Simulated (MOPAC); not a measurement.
MOPAC input (PM7):

```
PM7 1SCF GEO-OK AUX(PRECISION=9) THREADS=1
F2S

F    -1.21299123 1   -0.50470806 1    0.01613613 1
S    -0.00574452 1    0.55322190 1    0.00745691 1
F     1.22320370 1   -0.47879753 1   -0.02939285 1
```

Task: What heat of formation does the run end on, and which ionisation energy by Koopmans theorem?

Result: -68.24 kcal/mol; 9.42 eV.
